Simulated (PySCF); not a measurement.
PySCF input file for AsH₄Si, SMILES [SiH2][AsH2], multiplicity 2, TDA-ωB97X/def2-SVPD. Geometry optimised at B3LYP-D3(BJ)/def2-TZVP. The isomer is the one that the SMILES or the coordinates give; other isomers of the formula were not compared.

```python
import numpy as np
from pyscf import gto, scf, dft, tdscf

mol = gto.M(
    atom='''
    Si   -1.57103379   -0.36378265   -0.13254329
    As    0.73478789    0.17967743    0.14104470
    H    -2.40516937    0.84584767    0.08945740
    H    -1.93163043   -0.97091273   -1.44122761
    H     1.16975856   -1.25978780   -0.11496819
    H     0.91351373    0.54845456   -1.33213081
    ''',
    basis='def2-SVPD',
    charge=0,
    spin=1,
    max_memory=1600,
    verbose=4,
)
mf = dft.UKS(mol, xc='wb97x').density_fit(auxbasis='def2-universal-jkfit')
mf.grids.level = 3
mf.conv_tol = 1e-9
mf.max_cycle = 100
mf.kernel()
fine, coarse = mf.grids, dft.Grids(mol).set(level=1).build(with_non0tab=True)
for _ in range(3):  # follow internal instabilities
    mf.grids = coarse
    mo, _, stable, _ = mf.stability(return_status=True, nroots=4)
    mf.grids = fine
    if stable:
        break
    mf.kernel(mf.make_rdm1(mo, mf.mo_occ))
mf.grids = dft.Grids(mol).set(level=1).build(with_non0tab=True)  # coarser grid for the response kernel
td = tdscf.TDA(mf)
td.nstates = 10
td.conv_tol = 1e-4
td.positive_eig_threshold = 1e-6
td.kernel(x0=td.get_init_guess(mf, 15))
td.analyze()
```

Output:

```
PySCF version 2.14.0

[INPUT] verbose = 4
[INPUT] num. atoms = 6
[INPUT] num. electrons = 51
[INPUT] charge = 0
[INPUT] spin (= nelec alpha-beta = 2S) = 1
[INPUT] symmetry False subgroup None
[INPUT] Mole.unit = angstrom
[INPUT] Symbol           X                Y                Z      unit          X                Y                Z       unit  Magmom
[INPUT]  1 Si    -1.571033790000  -0.363782650000  -0.132543290000 AA   -2.968823595537  -0.687449577369  -0.250470517749 Bohr   0.0
[INPUT]  2 As     0.734787890000   0.179677430000   0.141044700000 AA    1.388547871747   0.339541133466   0.266535854321 Bohr   0.0
[INPUT]  3 H     -2.405169370000   0.845847670000   0.089457400000 AA   -4.545111392493   1.598420439401   0.169049985816 Bohr   0.0
[INPUT]  4 H     -1.931630430000  -0.970912730000  -1.441227610000 AA   -3.650252486576  -1.834759150554  -2.723525466061 Bohr   0.0
[INPUT]  5 H      1.169758560000  -1.259787800000  -0.114968190000 AA    2.210523310266  -2.380653917068  -0.217258392137 Bohr   0.0
[INPUT]  6 H      0.913513730000   0.548454560000  -1.332130810000 AA    1.726290760730   1.036428910169  -2.517362392995 Bohr   0.0

nuclear repulsion = 152.246080298677
number of shells = 40
number of NR pGTOs = 162
number of NR cGTOs = 94
basis = def2-SVPD
ecp = {}


[settings echo left out]
init E= -2526.38655431514
  alpha nocc = 26  HOMO = -0.157682249728532  LUMO = 0.0124802196974345
  beta  nocc = 25  HOMO = -0.30440979898161  LUMO = -0.157682249728531

WARN: HOMO -0.157682249728532 >= LUMO -0.157682249728531

cycle= 1 E= -2527.36365654521  delta_E= -0.977  |g|= 0.166  |ddm|= 1.71
  alpha nocc = 26  HOMO = -0.322596794848786  LUMO = 0.0566837715512958
  beta  nocc = 25  HOMO = -0.36228455127398  LUMO = -0.0671976861195751
  HOMO = -0.322596794849  LUMO = -0.0671976861196  gap/eV = 6.94976
cycle= 2 E= -2527.3788838166  delta_E= -0.0152  |g|= 0.0955  |ddm|= 0.321
  alpha nocc = 26  HOMO = -0.306958349463271  LUMO = 0.0668742892166728
  beta  nocc = 25  HOMO = -0.358725856758956  LUMO = -0.0481405040194338
  HOMO = -0.306958349463  LUMO = -0.0481405040194  gap/eV = 7.04279
cycle= 3 E= -2527.38156966302  delta_E= -0.00269  |g|= 0.0195  |ddm|= 0.144
  alpha nocc = 26  HOMO = -0.305464328698314  LUMO = 0.069746410187986
  beta  nocc = 25  HOMO = -0.359306667048563  LUMO = -0.043287617823224
  HOMO = -0.305464328698  LUMO = -0.0432876178232  gap/eV = 7.13419
cycle= 4 E= -2527.3819903069  delta_E= -0.000421  |g|= 0.00764  |ddm|= 0.0693
  alpha nocc = 26  HOMO = -0.308021373120162  LUMO = 0.0699673766564575
  beta  nocc = 25  HOMO = -0.358568784973676  LUMO = -0.0451939758336311
  HOMO = -0.30802137312  LUMO = -0.0451939758336  gap/eV = 7.15190
cycle= 5 E= -2527.38205580877  delta_E= -6.55e-05  |g|= 0.00193  |ddm|= 0.023
  alpha nocc = 26  HOMO = -0.308185460498177  LUMO = 0.0698920114509206
  beta  nocc = 25  HOMO = -0.358983068429528  LUMO = -0.0453589967630568
  HOMO = -0.308185460498  LUMO = -0.0453589967631  gap/eV = 7.15187
cycle= 6 E= -2527.3820646793  delta_E= -8.87e-06  |g|= 0.000698  |ddm|= 0.00758
  alpha nocc = 26  HOMO = -0.30828669452346  LUMO = 0.0699241764962774
  beta  nocc = 25  HOMO = -0.358972064319366  LUMO = -0.0453805985491984
  HOMO = -0.308286694523  LUMO = -0.0453805985492  gap/eV = 7.15404
cycle= 7 E= -2527.38206618856  delta_E= -1.51e-06  |g|= 0.000264  |ddm|= 0.00302
  alpha nocc = 26  HOMO = -0.308259606804175  LUMO = 0.0699271066980306
  beta  nocc = 25  HOMO = -0.358990733884656  LUMO = -0.0453276647528322
  HOMO = -0.308259606804  LUMO = -0.0453276647528  gap/eV = 7.15474
cycle= 8 E= -2527.38206645325  delta_E= -2.65e-07  |g|= 0.000109  |ddm|= 0.00136
  alpha nocc = 26  HOMO = -0.308280302118052  LUMO = 0.0699227351074931
  beta  nocc = 25  HOMO = -0.359008094388204  LUMO = -0.0453646952658877
  HOMO = -0.308280302118  LUMO = -0.0453646952659  gap/eV = 7.15430
cycle= 9 E= -2527.38206650156  delta_E= -4.83e-08  |g|= 4.29e-05  |ddm|= 0.000597
  alpha nocc = 26  HOMO = -0.308273015354054  LUMO = 0.0699265336242271
  beta  nocc = 25  HOMO = -0.35900211798239  LUMO = -0.0453613390451917
  HOMO = -0.308273015354  LUMO = -0.0453613390452  gap/eV = 7.15419
cycle= 10 E= -2527.38206650886  delta_E= -7.3e-09  |g|= 1.62e-05  |ddm|= 0.00025
  alpha nocc = 26  HOMO = -0.308274229786141  LUMO = 0.0699259799948988
  beta  nocc = 25  HOMO = -0.359006080132763  LUMO = -0.0453613212942146
  HOMO = -0.308274229786  LUMO = -0.0453613212942  gap/eV = 7.15422
cycle= 11 E= -2527.38206650995  delta_E= -1.09e-09  |g|= 4.33e-06  |ddm|= 0.000115
  alpha nocc = 26  HOMO = -0.308274565313996  LUMO = 0.0699262404489935
  beta  nocc = 25  HOMO = -0.359005296485512  LUMO = -0.0453615998814274
  HOMO = -0.308274565314  LUMO = -0.0453615998814  gap/eV = 7.15423
cycle= 12 E= -2527.38206651001  delta_E= -6.73e-11  |g|= 1.39e-06  |ddm|= 2.64e-05
  alpha nocc = 26  HOMO = -0.308274622469086  LUMO = 0.0699260563978408
  beta  nocc = 25  HOMO = -0.359005687537673  LUMO = -0.0453615751289416
  HOMO = -0.308274622469  LUMO = -0.0453615751289  gap/eV = 7.15423
Extra cycle  E= -2527.38206651003  delta_E= -1.73e-11  |g|= 8.48e-07  |ddm|= 6.08e-06
converged SCF energy = -2527.38206651003  <S^2> = 0.7525628  2S+1 = 2.0025612
tot grids = 23632
uhf_internal: lowest eigs of H = [0.24487923 0.3231742  0.3326475  0.36503128]
<class 'pyscf.df.df_jk.DFUKS'> wavefunction is stable in the internal stability analysis
tot grids = 23632
Overwritten attributes  positive_eig_threshold  of <class 'pyscf.tdscf.uks.TDA'>


******** <class 'pyscf.tdscf.uks.TDA'> for <class 'pyscf.df.df_jk.DFUKS'> ********
nstates = 10
deg_eia_thresh = 1.000e-03
wfnsym = None
conv_tol = 0.0001
eigh lindep = 1e-12
eigh level_shift = 0
eigh max_cycle = 100


Excitation energies (eV)
[3.37664571 4.52231124 4.83563887 5.30351455 5.43878915 5.67265248
 5.73248788 5.85381163 6.11151902 6.36726119]

** Excitation energies and oscillator strengths **
Excited State   1:      3.37665 eV    367.18 nm  f=0.0073
      24b ->   26b      0.20783
      25b ->   26b      0.95910
Excited State   2:      4.52231 eV    274.16 nm  f=0.0044
      26a ->   27a     -0.11254
      22b ->   26b     -0.11103
      23b ->   26b     -0.28990
      24b ->   26b      0.90904
      25b ->   26b     -0.17284
Excited State   3:      4.83564 eV    256.40 nm  f=0.0397
      26a ->   27a     -0.93448
      26a ->   28a     -0.11006
      26a ->   30a     -0.12126
      26a ->   33a     -0.11053
      26a ->   34a      0.10400
      26a ->   41a     -0.11204
      24b ->   26b     -0.12402
Excited State   4:      5.30351 eV    233.78 nm  f=0.0234
      26a ->   27a     -0.10858
      26a ->   28a      0.84227
      26a ->   29a      0.27749
      26a ->   30a     -0.21764
      26a ->   31a     -0.24546
      26a ->   32a      0.11136
      26a ->   33a      0.17119
Excited State   5:      5.43879 eV    227.96 nm  f=0.0023
      25a ->   29a      0.12218
      26a ->   28a     -0.12697
      26a ->   30a     -0.13893
      22b ->   26b     -0.25440
      23b ->   26b     -0.83421
      24b ->   26b     -0.25826
      25b ->   26b      0.11440
      25b ->   28b     -0.12089
      25b ->   29b     -0.17380
Excited State   6:      5.67265 eV    218.56 nm  f=0.0217
      26a ->   27a     -0.10146
      26a ->   28a      0.27985
      26a ->   29a     -0.69864
      26a ->   30a      0.50000
      26a ->   31a     -0.16832
      26a ->   32a     -0.11057
      23b ->   26b     -0.21026
      25b ->   28b      0.13480
Excited State   7:      5.73249 eV    216.28 nm  f=0.0050
      25a ->   27a      0.54013
      25a ->   28a     -0.14923
      25a ->   29a     -0.33601
      25a ->   32a      0.18089
      26a ->   28a      0.12962
      26a ->   29a     -0.25940
      26a ->   30a     -0.16816
      26a ->   32a      0.10850
      25b ->   27b      0.14751
      25b ->   28b     -0.49082
      25b ->   29b      0.25457
      25b ->   32b      0.15906
Excited State   8:      5.85381 eV    211.80 nm  f=0.0130
      25a ->   27a     -0.24092
      25a ->   28a      0.12114
      25a ->   29a     -0.23599
      25a ->   30a     -0.10420
      26a ->   27a      0.12204
      26a ->   29a     -0.41636
      26a ->   30a     -0.67456
      26a ->   31a      0.18828
      26a ->   32a      0.10460
      25b ->   28b      0.27644
      25b ->   29b      0.13843
Excited State   9:      6.11152 eV    202.87 nm  f=0.0045
      24a ->   29a     -0.10105
      25a ->   27a      0.24490
      25a ->   29a      0.47520
      25a ->   30a      0.14294
      26a ->   28a      0.11787
      26a ->   29a     -0.32072
      26a ->   30a     -0.20585
      26a ->   31a      0.10638
      23b ->   26b      0.18232
      25b ->   27b     -0.13662
      25b ->   29b     -0.57490
      25b ->   30b      0.12569
Excited State  10:      6.36726 eV    194.72 nm  f=0.0390
      25a ->   27a     -0.12928
      25a ->   28a     -0.32115
      26a ->   28a     -0.26423
      26a ->   30a     -0.18760
      26a ->   31a     -0.79066
      26a ->   32a      0.11954
      25b ->   27b     -0.23691

** Transition electric dipole moments (AU) **
state          X           Y           Z        Dip. S.      Osc.
  1         0.2859      0.0683      0.0444      0.0884      0.0073
  2         0.1763     -0.0186     -0.0929      0.0401      0.0044
  3         0.5739      0.0709     -0.0248      0.3350      0.0397
  4        -0.2624     -0.0437     -0.3303      0.1798      0.0234
  5         0.0425     -0.1211      0.0312      0.0174      0.0023
  6         0.0747      0.3801      0.0760      0.1558      0.0217
  7         0.1423      0.0328     -0.1186      0.0354      0.0050
  8         0.2625     -0.1461     -0.0191      0.0906      0.0130
  9         0.0853      0.0143     -0.1493      0.0298      0.0045
 10        -0.0727     -0.3684      0.3304      0.2501      0.0390

** Transition velocity dipole moments (imaginary part, AU) **
state          X           Y           Z        Dip. S.      Osc.
  1         0.0162     -0.0056      0.0168      0.0006      0.0031
  2         0.0228     -0.0155     -0.0050      0.0008      0.0031
  3         0.0772      0.0417     -0.0442      0.0097      0.0362
  4        -0.0448      0.0136     -0.0672      0.0067      0.0230
  5         0.0026      0.0011      0.0141      0.0002      0.0007
  6         0.0168      0.0746     -0.0051      0.0059      0.0188
  7         0.0266      0.0116     -0.0273      0.0016      0.0050
  8         0.0347     -0.0344      0.0192      0.0028      0.0085
  9         0.0167     -0.0035     -0.0314      0.0013      0.0038
 10        -0.0114     -0.0569      0.0586      0.0068      0.0194

** Transition magnetic dipole moments (imaginary part, AU) **
state          X           Y           Z
  1         0.2064     -0.5673     -0.3079
  2        -0.4466     -0.2034     -0.4999
  3        -0.0058     -0.1140     -0.1286
  4        -0.4619      0.7293      0.2638
  5        -0.6816      0.0448     -0.1968
  6         0.1981     -0.0267      0.7414
  7        -0.0831      0.0515      0.0437
  8        -0.2277     -0.1699     -0.2075
  9         0.0488     -0.0332      0.1407
 10        -0.1314     -0.1786     -0.3039
```

The calculation finished and met its thresholds.
